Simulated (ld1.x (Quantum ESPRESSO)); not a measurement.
u(r) = r·R(r): atom against pseudo-atom (Al (Z = 13))

Columns: radius, all-electron u(r) and pseudo u(r) of the 3s shell (level -7.73 eV) of aluminium in the configuration [Ne] 3s2 3p1; PBE, non-relativistic, RRKJ scheme, ld1.x (Quantum ESPRESSO) 7.5.

```csv
r (bohr),all-electron,pseudo
0.123,0.0800,0.0306
0.245,-0.1601,0.0596
0.368,-0.2848,0.0872
0.490,-0.2795,0.1147
0.613,-0.1942,0.1455
0.735,-0.0723,0.1827
0.858,0.0609,0.2297
0.980,0.1878,0.2866
1.103,0.3028,0.3522
1.225,0.4003,0.4212
1.348,0.4814,0.4889
1.470,0.5455,0.5487
1.593,0.5953,0.5976
1.715,0.6315,0.6333
1.838,0.6561,0.6570
1.960,0.6698,0.6700
2.083,0.6745,0.6745
2.205,0.6714,0.6714
2.328,0.6619,0.6619
2.450,0.6473,0.6473
2.573,0.6284,0.6284
2.695,0.6067,0.6067
2.818,0.5824,0.5824
2.940,0.5567,0.5567
3.063,0.5298,0.5298
3.185,0.5026,0.5026
```

(1) How many radial nodes do the two functions have?

(2) At about which radius was the pseudo-wave matched?

(3) Is the pseudo-wave norm-conserving?

Results:

(1) The all-electron 3s function has n − l − 1 = 2; the pseudo-wave has 0, since the states of the same l below it are removed with the core.

(2) 2.10 bohr. The columns agree to 0.0005 from 1.96 bohr on; several derivatives are matched, so the curves merge somewhat inside the radius.

(3) Yes: the RRKJ scheme keeps the norm inside the radius equal to the all-electron one, which fixes the energy derivative of the logarithmic derivative at the level.
